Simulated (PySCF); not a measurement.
Ce²¹⁺: fine-structure interval

Ce²¹⁺ [Kr] 4d1 [4d3/2^1, M_J = 3/2] → Ce²¹⁺ [Kr] 4d1 [4d5/2^1, M_J = 5/2], as a difference of total energies. All numbers are calculated (PySCF 2.14, the two-component X2C-1e Hamiltonian, in an even-tempered Gaussian basis (18 s from 1.4 bohr⁻², ratio 2.8; 14 p from 1.8 bohr⁻², ratio 2.8; 9 d from 1.8 bohr⁻², ratio 2.8; 4 f from 6.4 bohr⁻², ratio 3)). Correlated levels: [Ar] 3d10 frozen; the 94 highest virtual spinors dropped. "Screened" scales the spin-orbit matrix elements by Boettger's factors to mimic the two-electron term; Breit and QED terms are absent.

```tsv
method	fine-structure interval (cm⁻¹)
GHF (screened spin-orbit)	38321
GMP2 (screened spin-orbit)	38252
GHF (bare spin-orbit)	46314
```
